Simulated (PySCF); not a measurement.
Gas-phase equilibrium of 1 mol H₂S, 3.5 mol SO₂ at 1000 K and 0.00133 bar, among 21 species (S₂O, SO₂, O₂, O, S₂, S₆, HO₂, H₂S₂, H₂O, H, H₂O₂, H₂S, O₃, SO, SH, H₂, S₈, S, SO₃, H₂SO₄, OH). Only gases are allowed; each row takes one source of thermochemistry for all species, and Cantera finds the minimum.

Method: PySCF energies plus ideal-gas RRHO corrections (1 bar). † marks an energy on the PBE0/def2-TZVP geometry and frequencies; other levels use their own. MP2 and CCSD(T) freeze the core. Open shells (unrestricted) among the columns below: S₂ (multiplicity 3), SO (multiplicity 3); the rest are closed-shell singlets. MP2 isn't extrapolated to the basis-set limit. CCSD(T) isn't extrapolated to the basis-set limit. The harmonic model lacks anharmonicity and excited electronic states, which grow with temperature; levels with a mode under 35 cm⁻¹ are left out. Warning, large T1 diagnostic: S₂O, SO₂ (CCSD(T)/def2-SVP†).

Molecules larger than those listed are left out.

Mole fractions:

```tsv
thermochemistry	x SO₂	x H₂O	x S₂	x SO	x H₂S	x H₂	x S₂O
CCSD(T)/def2-SVP†	0.61	0.21	0.15	0.026	7.2e-5	1.5e-5	3.0e-5
M06-2X/def2-TZVP†	0.63	0.21	0.16	0.00070	0.0013	0.0012	0.00022
MP2/def2-TZVPP†	0.64	0.20	0.15	7.8e-5	0.0069	0.0034	0.0014
PBE0/def2-TZVP	0.63	0.21	0.16	0.0010	0.0019	0.0013	0.00033
ωB97M-V/def2-TZVP†	0.64	0.19	0.15	0.00036	0.013	0.0042	0.00037
```
The most sensitive of these is SO: it spans a factor of 10^2.5 over these rows; at this temperature one factor of ten is RT ln 10 = 19 kJ/mol.
